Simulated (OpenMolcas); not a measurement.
# V3+: moving the ligands

V3+ with 6 ligands (fluoride) in trigonal prismatic coordination (D3h) at 1.95 Å, a polar angle of 48.1° against the regular 49.1°. A charge of +0.5 e stands 2.6 Å behind each ligand. Ligand basis ANO-RCC-VDZP.

```yaml
Program: OpenMolcas
Method: "SS-CASPT2, IPEA 0.25 Eh, imaginary shift 0.1 Eh (closed shells correlated: 3s 3p and the ligand valence shells)"
Basis: ANO-RCC-VDZP [5s4p2d1f]
Scalar_Hamiltonian: DKH2, point nucleus
Active_space: 2 electrons in 5 orbitals (3d)
State_averaging: 2S+1 = 3 even, 10 roots; 2S+1 = 1 even, 15 roots
Spin-orbit_coupling: RASSI with atomic mean-field integrals over the reference wave functions
```

Runs around this geometry, states (labels of D3, the rotations of D3h). Energies in cm-1 above the lowest state or level, χT in cm3 K/mol.

| R (Å) | Polar angle / regular | Ground state | First state of that spin | First gap with spin-orbit (degeneracies) | χT at 300 K | First state of another spin |
| --- | --- | --- | --- | --- | --- | --- |
| 1.85 | 0.98 | 3E | 3A2 9790 | 180 (2, 2) | 0.885 | 1A1 9700 |
| 1.95 | 0.98 | 3E | 3A2 8620 | 190 (2, 2) | 0.877 | 1A1 9910 |
| 2.07 | 0.98 | 3E | 3A2 7290 | 190 (2, 2) | 0.870 | 1A1 9860 |
| 1.95 | 1.029 | 3E | 3A2 9390 | 190 (2, 2) | 0.875 | 1A1 9880 |

Taking the first state of the same spin as R^-n, n = -ln(7290 / 9790) / ln(2.07 / 1.85) = 2.6 between the shortest and longest distance.

Roots that are degenerate in the reference are averaged as groups; the widest CASPT2 spread within a group is 150 cm-1 (the 2-fold group of multiplicity 3 near 0 cm-1 above the lowest state of its run, R = 1.85, ratio = 0.98). Shifts and gaps below about the spread of the groups concerned are not significant. Over all roots computed the reference weight is 0.72 in R = 1.85 in ratio = 0.98, 0.71 to 0.72 in R = 1.95 in ratio = 0.98, 0.71 to 0.72 in R = 2.07 in ratio = 0.98, 0.71 to 0.72 in R = 1.95 in ratio = 1.029; a low but even weight reflects the number of correlated electrons. An orbital doublet at a regular site is open to a Jahn-Teller distortion, which this geometry leaves out. Ligand-to-metal charge-transfer states are missing. With no ligand orbital active B as a rule stays too high, so bands that hang on it stand too high and its fall with covalency is understated. Free-ion shares, where given, are those of the reference states; single-state CASPT2 does not remix them (holds for R = 2.07, ratio = 0.98). No measured value stands beside these numbers; the geometry was imposed, not optimised, and the real ion may take another.
